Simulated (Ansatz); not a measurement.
Reaction (formal exchange of groups at the Si–Si bond): `N[SiH](O)[Si](N)(O)O` + `C=CCl` → `C=C[Si](N)(O)O` + `N[SiH](O)Cl`

Gas-phase electronic energies from Ansatz, PBE0-D4/def2-TZVP geometries. CBS: MP2 limit from def2 TZ/QZ plus the TZ coupled-cluster correction, frozen cores. This one scheme is used for every species. Functionals use def2-TZVPP. B3LYP here is the variant with VWN-RPA as its local correlation; programs differ in this. One conformer a species, not always the lowest.

CCSD(T)/CBS gives -191.1 kJ/mol.

Question: Another level gave -196.3 kJ/mol. Which?
A. PBE-D4/def2-TZVPP
B. B2PLYP/def2-TZVPP
C. SCS-MP2/def2-TZVPP
D. B3LYP-D4/def2-TZVPP

Answer: C. SCS-MP2/def2-TZVPP -196.3, B3LYP-D4 -179.8, B2PLYP -188.6, PBE-D4 -160.8 kJ/mol.

Largest T1 diagnostic among the species: 0.012.

In def2-TZVPP, CCSD(T) changes the Hartree–Fock value by +22.7 kJ/mol (the triples alone add +4.0 kJ/mol) and MP2 by +14.3 kJ/mol. From PBE to PBE0 (25 % exact exchange), in def2-TZVPP and without D4, ΔE moves by −15.2 kJ/mol.
